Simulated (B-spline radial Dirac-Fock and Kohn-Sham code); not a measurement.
# Satellites and hypersatellites of the K lines of W⁺

System: tungsten as W⁺ in the configuration 1s2 2s2 2p6 3s2 3p6 3d10 4s2 4p6 4d10 4f14 5s2 5p6 5d3 6s2 (an excited configuration).

Method: ΔSCF Dirac-Fock with Breit, self-energy and vacuum polarisation, finite nucleus, configuration average. Computed with a radial atomic solver. Each two-hole energy is an average over J within one jj subconfiguration, not an observable level; in light atoms, where LS coupling holds, the j-resolved values are not observed lines, and for a K spectator the Kα1 hypersatellite is nearly forbidden. Correlation and solid-state effects are left out.

Lines without a spectator: Kα2 (K-L2) 57977.3 eV, Kα1 (K-L3) 59314.8 eV, Kβ3 (K-M2) 66943.2 eV, Kβ1 (K-M3) 67236.0 eV. Shifts in eV with one spectator hole (a dash: not computed, or left out as unreliable):

| spectator hole | Kα2 | Kα1 | Kβ3 | Kβ1 |
| --- | --- | --- | --- | --- |
| K (1s) | +981.2 | +1055.4 | +1270.3 | +1287.5 |
| L2 (2p1/2) | +125.1 | +168.6 | – | +320.8 |
| L3 (2p3/2) | +94.5 | +103.7 | +241.5 | – |
| M2 (3p1/2) | – | +26.61 | +51.2 | +60.7 |
| M3 (3p3/2) | +14.50 | – | +43.5 | +44.0 |
| M4 (3d3/2) | +4.87 | +1.48 | – | – |
| M5 (3d5/2) | -0.52 | +3.51 | – | – |
